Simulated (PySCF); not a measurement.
PySCF input (BP86/def2-SVP):

```python
from pyscf import gto, dft

mol = gto.M(
    atom='''
    O    -1.84031000   -0.55736000    0.07282300
    B    -0.41975700   -0.12712800    0.01661000
    Br   -0.11177900    1.57013600    0.70785600
    Br    0.72596900   -1.38412100   -0.73216100
    H    -2.54200300    0.01247500    0.44369100
    H    -2.13338900   -1.42847300   -0.25868200
    ''',
    basis='def2-svp',
    charge=1,
    spin=0,
    verbose=4,
)

mf = dft.RKS(mol, xc='bp86')
mf.grids.level = 3
mf.conv_tol = 1e-9
mf.max_cycle = 100
mf.max_memory = 1500
mf.kernel()
if not mf.converged:
    mf = mf.newton()
    mf.kernel(mf.make_rdm1())
mf.dip_moment()
```

From the output:

```
SCF max_cycles = 100
direct_scf = True
direct_scf_tol = 1e-13
XC library pyscf.dft.libxc version 7.1.2
    S. Lehtola, C. Steigemann, M. J. T. Oliveira, and M. A. L. Marques,  SoftwareX 7, 1–5 (2018)
XC functionals = bp86
    A. D. Becke,  Phys. Rev. A 38, 3098 (1988)
    J. P. Perdew,  Phys. Rev. B 33, 8822 (1986)
    J. P. Perdew,  Phys. Rev. B 34, 7406–7406 (1986)
radial grids:
    Treutler-Ahlrichs [JCP 102, 346 (1995); DOI:10.1063/1.469408] (M4) radial grids

becke partition: Becke, JCP 88, 2547 (1988); DOI:10.1063/1.454033
pruning grids: <function nwchem_prune>
grids dens level: 3
symmetrized grids: False
atomic radii adjust function: <function treutler_atomic_radii_adjust>
small_rho_cutoff = 0
Set gradient conv threshold to 3.16228e-05
Initial guess from minao.
tot grids = 88592
init E= -5247.8889661772
  HOMO = -0.305117367780566  LUMO = -0.0996231901488023  gap/eV = 5.59178
cycle= 1 E= -5249.18350427019  delta_E= -1.29  |g|= 0.487  |ddm|= 2.71
  HOMO = -0.449987129267771  LUMO = -0.306884922429493  gap/eV = 3.89401
cycle= 2 E= -5249.10746669052  delta_E= 0.076  |g|= 0.745  |ddm|= 1.02
  HOMO = -0.455239597017019  LUMO = -0.273610881191305  gap/eV = 4.94237
cycle= 3 E= -5249.22640012996  delta_E= -0.119  |g|= 0.149  |ddm|= 0.701
  HOMO = -0.457079029012738  LUMO = -0.286127013871184  gap/eV = 4.65184
cycle= 4 E= -5249.23061266563  delta_E= -0.00421  |g|= 0.0488  |ddm|= 0.175
  HOMO = -0.45826527968292  LUMO = -0.282915220775497  gap/eV = 4.77152
cycle= 5 E= -5249.23125118276  delta_E= -0.000639  |g|= 0.0113  |ddm|= 0.063
  HOMO = -0.457868826018074  LUMO = -0.283348417401976  gap/eV = 4.74894
cycle= 6 E= -5249.23128352611  delta_E= -3.23e-05  |g|= 0.00189  |ddm|= 0.012
  HOMO = -0.457817882871463  LUMO = -0.283295664070069  gap/eV = 4.74899
cycle= 7 E= -5249.23128457873  delta_E= -1.05e-06  |g|= 0.000391  |ddm|= 0.00265
  HOMO = -0.457800424697549  LUMO = -0.283292462145318  gap/eV = 4.74860
cycle= 8 E= -5249.23128462324  delta_E= -4.45e-08  |g|= 7.24e-05  |ddm|= 0.000539
  HOMO = -0.457812217374224  LUMO = -0.28330124538365  gap/eV = 4.74869
cycle= 9 E= -5249.23128462439  delta_E= -1.14e-09  |g|= 1.8e-05  |ddm|= 0.000119
  HOMO = -0.457810132262457  LUMO = -0.283299164050267  gap/eV = 4.74869
cycle= 10 E= -5249.23128462448  delta_E= -8.73e-11  |g|= 1.83e-06  |ddm|= 2.4e-05
  HOMO = -0.457810286820049  LUMO = -0.283298931975972  gap/eV = 4.74870
Extra cycle  E= -5249.23128462445  delta_E= 2.18e-11  |g|= 1.8e-06  |ddm|= 4.07e-06
converged SCF energy = -5249.23128462445

WARN: System has nonzero charge 1; the dipole moment is origin-dependent.
Location of origin: [0. 0. 0.]

Dipole moment(X, Y, Z, Debye): -6.74691, -2.04335,  0.26700
```

The dipole moment of an ion depends on the origin.

The geometry given is a B3LYP-D3(BJ)/def2-TZVP minimum.
